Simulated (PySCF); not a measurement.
Pb, triplet (core potentials on Pb); WB97X-V/def2-SVPD in PySCF.

The PySCF input:
```python
from pyscf import gto, scf, dft

mol = gto.Mole()
mol.atom = '''
    Pb    0.000000    0.000000    0.000000
'''
mol.basis = 'def2-svpd'
mol.ecp = {'Pb': 'def2-svpd'}
mol.charge = 0
mol.spin = 2
mol.verbose = 4
mol.build()

mf = dft.UKS(mol)
mf.xc = 'wb97x_v'
mf.kernel()
```

Question: Predict the main parts of the log of this PySCF run.

Answer: 
```
PySCF version 2.14.0

[INPUT] verbose = 4
[INPUT] num. atoms = 1
[INPUT] num. electrons = 22
[INPUT] charge = 0
[INPUT] spin (= nelec alpha-beta = 2S) = 2
[INPUT] symmetry False subgroup None
[INPUT] Mole.unit = angstrom
[INPUT] Symbol           X                Y                Z      unit          X                Y                Z       unit  Magmom
[INPUT]  1 Pb     0.000000000000   0.000000000000   0.000000000000 AA    0.000000000000   0.000000000000   0.000000000000 Bohr   0.0

nuclear repulsion = 0
number of shells = 12
number of NR pGTOs = 67
number of NR cGTOs = 32
basis = def2-svpd
ecp = {'Pb': 'def2-svpd'}

******** <class 'pyscf.dft.uks.UKS'> ********
method = UKS
initial guess = minao
damping factor = 0
level_shift factor = 0
DIIS = <class 'pyscf.scf.diis.CDIIS'>
diis_start_cycle = 1
diis_space = 8
diis_damp = 0
SCF conv_tol = 1e-09
SCF conv_tol_grad = None
SCF max_cycles = 50
direct_scf = True
direct_scf_tol = 1e-13
number electrons alpha = 12  beta = 10
XC library pyscf.dft.libxc version 7.1.2
    S. Lehtola, C. Steigemann, M. J. T. Oliveira, and M. A. L. Marques,  SoftwareX 7, 1–5 (2018)
XC functionals = wb97x_v
    N. Mardirossian and M. Head-Gordon,  Phys. Chem. Chem. Phys. 16, 9904–9924 (2014)
radial grids:
    Treutler-Ahlrichs [JCP 102, 346 (1995); DOI:10.1063/1.469408] (M4) radial grids

becke partition: Becke, JCP 88, 2547 (1988); DOI:10.1063/1.454033
pruning grids: <function nwchem_prune>
grids dens level: 3
symmetrized grids: False
atomic radii adjust function: <function treutler_atomic_radii_adjust>
** Following is NLC and NLC Grids **
NLC functional = wb97x_v
radial grids:
    Treutler-Ahlrichs [JCP 102, 346 (1995); DOI:10.1063/1.469408] (M4) radial grids

becke partition: Becke, JCP 88, 2547 (1988); DOI:10.1063/1.454033
pruning grids: <function nwchem_prune>
grids dens level: 3
symmetrized grids: False
atomic radii adjust function: <function treutler_atomic_radii_adjust>
small_rho_cutoff = 0
Set gradient conv threshold to 3.16228e-05
tot grids = 23232
tot grids = 23232
init E= -168.805357557612

cycle= 1 E= -192.412141683658  delta_E= -23.6  |g|= 0.856  |ddm|= 9.22
cycle= 2 E= -192.744063484629  delta_E= -0.332  |g|= 0.405  |ddm|= 2.92
cycle= 3 E= -192.796413110098  delta_E= -0.0523  |g|= 0.0163  |ddm|= 0.553
cycle= 4 E= -192.796904519261  delta_E= -0.000491  |g|= 0.00468  |ddm|= 0.0665
cycle= 5 E= -192.79694226963  delta_E= -3.78e-05  |g|= 0.000877  |ddm|= 0.0231
cycle= 6 E= -192.796943422589  delta_E= -1.15e-06  |g|= 0.000152  |ddm|= 0.00422
cycle= 7 E= -192.796943469005  delta_E= -4.64e-08  |g|= 7.8e-06  |ddm|= 0.00116
cycle= 8 E= -192.79694346912  delta_E= -1.15e-10  |g|= 8.65e-07  |ddm|= 5.43e-05
Extra cycle  E= -192.796943469121  delta_E= -8.53e-13  |g|= 2.43e-07  |ddm|= 5.12e-06
converged SCF energy = -192.796943469121  <S^2> = 2.003835  2S+1 = 3.0025556
```
